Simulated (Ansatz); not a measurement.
Harmonic frequencies (cm⁻¹) at PBE0-D4/def2-TZVP from Ansatz: 15, 40, 58, 89, 140, 345, 349, 461, 580, 618, 716, 733, 753, 776, 866, 881, 892, 947, 954, 957, 987, 1115, 2141, 2150, 2152, 2200, 2204, 2224, 2225, 2246.

Each molecule was computed in one conformer, which needn't be the lowest.

**Question.** Which molecule is it?
A. `[SiH3][SiH2][O][GeH3]`
B. `[OH][GeH2][SiH2][SiH3]`
C. `[OH][GeH]([SiH3])[SiH3]`
D. `[SiH3]O[SiH2][GeH3]`

**Answer.** D.
